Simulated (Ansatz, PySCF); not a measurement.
H2BClSe (SMILES ClB[SeH]), singlet, at a GFN2-xTB geometry. Base run: CASSCF(4,3)/STO-3G in PySCF.

PySCF was given this input:
```python
from pyscf import gto, scf, mcscf
import numpy

mol = gto.M(
    atom='''
B    -0.03030349    0.10381084   -0.97323285
Cl   -1.69095258    0.45738449   -1.05074329
H     0.61045599    0.06845146   -1.95215427
Se    0.84052215   -0.24314466    0.67993066
H    -0.29049795   -0.09612349    1.56331193
''',
    basis='sto-3g',
    verbose=3,
)

mf = scf.RHF(mol)
mf.kernel()
mc = mcscf.CASSCF(mf, 3, 4)
mc.fix_spin_(ss=0.0)
mc.kernel()
occ = numpy.linalg.eigvalsh(mc.fcisolver.make_rdm1(mc.ci, mc.ncas, mc.nelecas))[::-1]
ss = mc.fcisolver.spin_square(mc.ci, mc.ncas, mc.nelecas)[0]
print('natural occupations', occ.round(4), ' <S^2>', round(ss, 4))
```

Programs used: Ansatz (an electronic-structure program), PySCF; a row that names a program was run with it.

Each row names what was changed in the base input (with any setting that the change needs).

```json
[
 {"change": "base", "ΔE vs base (mEh)": "0.000", "natural occupations": "2.00 1.99 0.02", "<S^2> of the state": "0.00"},
 {"change": "code = ansatz; correction = SC-NEVPT2, all electrons", "ΔE vs base (mEh)": "-64.130", "natural occupations": "-", "<S^2> of the state": "-"},
 {"change": "correction = SC-NEVPT2", "ΔE vs base (mEh)": "-60.734", "natural occupations": "2.00 1.99 0.02", "<S^2> of the state": "0.00"},
 {"change": "solver = newton", "ΔE vs base (mEh)": "3.812", "natural occupations": "2.00 1.99 0.01", "<S^2> of the state": "0.00"},
 {"change": "active space = 4 electrons, 5 orbitals", "ΔE vs base (mEh)": "-15.431", "natural occupations": "1.98 1.98 0.02 0.02 0.00", "<S^2> of the state": "0.00"},
 {"change": "code = ansatz", "ΔE vs base (mEh)": "-7.839", "natural occupations": "-", "<S^2> of the state": "-"},
 {"change": "orbitals = fixed (CASCI); correction = SC-NEVPT2", "ΔE vs base (mEh)": "-60.108", "natural occupations": "2.00 1.99 0.01", "<S^2> of the state": "0.00"},
 {"change": "state_average = 2 states", "ΔE vs base (mEh)": "11.430", "natural occupations": "-", "<S^2> of the state": "-"},
 {"change": "orbitals = fixed (CASCI)", "ΔE vs base (mEh)": "7.944", "natural occupations": "2.00 1.99 0.01", "<S^2> of the state": "0.00"},
 {"change": "fix_spin_ = off", "ΔE vs base (mEh)": "0.000", "natural occupations": "2.00 1.99 0.02", "<S^2> of the state": "0.00"},
 {"change": "active space = 2 electrons, 3 orbitals", "ΔE vs base (mEh)": "5.876", "natural occupations": "1.99 0.01 0.00", "<S^2> of the state": "0.00"}
]
```

Active orbitals are taken around the Fermi level unless the row says otherwise; CASSCF can end in different local minima, and two programs can end on different orbitals. State-averaged rows give the lowest state.
